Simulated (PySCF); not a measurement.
siletan-1-amine (C₃H₉NSi), SMILES N[SiH]1CCC1.

Geometry optimised at PBE0-D3(BJ)/def2-SVP. Other conformers were not sampled.

Calculation: PBE/def2-TZVP (PySCF).

Gas-phase values at a fixed geometry.

Computed frontier levels, gap, dipole moment and polarisability:
```yaml
highest_occupied_level: -5.68 eV
lowest_empty_level: 0.00 eV
orbital_gap: 5.67 eV
dipole_moment: 0.260 e·Å
quadrupole, principal values (traceless, Buckingham form, about the centre of nuclear charge): -5.28, 0.14, 5.14 D·Å
mean_static_polarisability: 69.4 bohr³ (10.28 Å³)
polarisability_principal_values: 62.4, 65.7, 80.0 bohr³
```
